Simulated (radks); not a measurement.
Results of a calculation; reference values are marked as such.
Q: The bromine ion Br29+, 6 electrons, occupied as [He] 2s2 2p2. Code: a radial shooting solver on a logarithmic mesh with Libxc functionals. Model: non-relativistic Kohn-Sham, PBE, spin-polarised, spherical densities, point nucleus; open shells are filled with parallel spins first. Some entries of the table are withheld. Estimate them.

orbital  occ.  eigenvalue (hartree)  r(max) (bohr)  <1/r> (bohr^-1)
1s up       1             -554.0431        0.02882            34.57
1s down     1             -553.4459        0.02881            34.60
2s up       1                   (1)         0.1570            8.179
2s down     1                   (2)         0.1574            8.134
2p up       2             -119.4335            (3)            8.121
2p down     0             -118.1536            (4)            8.092

A: 
(1) 2s up eigenvalue (hartree): -123.1096
(2) 2s down eigenvalue (hartree): -122.0554
(3) 2p up r(max) (bohr): 0.1228
(4) 2p down r(max) (bohr): 0.1232
